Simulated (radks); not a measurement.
The numbers below are computed, except where a source is named.
Fractional charge and spin in the 4s shell of iron: the spin-up occupation runs from 0 to 1 and the spin-down occupation from 0 to 1; the fullest corner is Fe, [Ar] 3d(up 3, down 3) 4s(up 1, down 1). Code: a radial shooting solver on a logarithmic mesh with Libxc functionals. Model: non-relativistic Kohn-Sham, PBE, spin-polarised, spherical densities, point nucleus. Energy (eV) minus the two flat planes that join the four corners (they meet along the diagonal where the two added fractions sum to one electron); zero is where a piecewise linear energy would lie.

\begin{tabular}{lrrrrr}
down \ up & 0 & 0.25 & 0.5 & 0.75 & 1 \\ \hline
0 & 0.000 & -0.690 & -0.915 & -0.683 & 0.000 \\
0.25 & -0.690 & -0.841 & -0.542 & 0.201 & -0.602 \\
0.5 & -0.915 & -0.542 & 0.268 & -0.475 & -0.797 \\
0.75 & -0.683 & 0.201 & -0.475 & -0.737 & -0.592 \\
1 & 0.000 & -0.602 & -0.797 & -0.592 & 0.000 \\
\end{tabular}

Corners above the fullest one (they belong to Fe+ and the next ion): (up 1, down 0) 8.332 eV, (up 0, down 1) 8.332 eV, (up 0, down 0) 24.593 eV. With half an added electron in each spin the energy lies 0.268 eV from the planes, and with half an added electron in spin up alone -0.915 eV. The planes are only a guide here: the flat-plane condition holds for ground states with one frontier orbital, while other shells are open and held unpolarised.
